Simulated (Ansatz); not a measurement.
Stretching the Ge2–H3 bond in GaGeH5 (SMILES [GaH2][GeH3]) (multiplicity 1 held, fragments rigid). Energies count from the point at 1.541 Å.
Geometry at that point (charge 0, multiplicity 1):
```xyz
7

Ga    -1.2304    -0.0777    -0.2920
Ge     1.1573     0.0702     0.2737
H      1.9820    -1.1429    -0.1997
H      1.7871     1.3290    -0.3615
H      1.3593     0.1998     1.7986
H     -2.2172     1.0451     0.2026
H     -1.8013    -1.2698    -1.1461
```

Signs of static correlation in cc-pVDZ, with CASSCF(2,2), from Ansatz (a program for electronic structure) runs.

```
R (Å)  T1 of restricted CCSD  ⟨S²⟩ of UHF  largest double amplitude of restricted CCSD  weight of the CASSCF reference in MRCISD  CASSCF natural occupations
-----  ---------------------  -----------  -------------------------------------------  ----------------------------------------  --------------------------
1.233                  0.011        0.000                                        0.044                                     0.904                   1.99 0.01
1.387                  0.011        0.000                                        0.043                                     0.903                   1.98 0.02
1.541                  0.011        0.000                                        0.041                                     0.903                   1.98 0.02
1.696                  0.012        0.000                                        0.034                                     0.903                   1.97 0.03
1.850                  0.012        0.000                                        0.038                                     0.903                   1.95 0.05
2.081                  0.014        0.000                                        0.077                                     0.903                   1.92 0.08
2.312                  0.018        0.330                                        0.157                                     0.903                   1.87 0.13
2.697                    [?]        0.756                                        0.195                                     0.903                   1.75 0.25
3.083                  0.044        0.913                                        0.435                                     0.902                   1.57 0.43
3.545                    [?]        0.979                                        0.615                                     0.902                   1.35 0.65
4.162                  0.082        1.002                                        0.805                                     0.902                   1.16 0.84
4.932                  0.091        1.007                                        0.931                                     0.902                   1.06 0.94
```

Problem. Fill in the missing entries.

Solution. 
- 2.697, T1 of restricted CCSD: 0.029
- 3.545, T1 of restricted CCSD: 0.064

Doubts at one or more of the structures used: a restricted determinant that unrestricted orbitals would lower (R-CCSD(T)/cc-pVDZ); other coupled-cluster roots lie near (R-CCSD(T)/cc-pVDZ); T1 above 0.05 (R-CCSD(T)/cc-pVDZ, U-CCSD(T)/cc-pVDZ); a spin-contaminated determinant (U-CCSD(T)/cc-pVDZ).
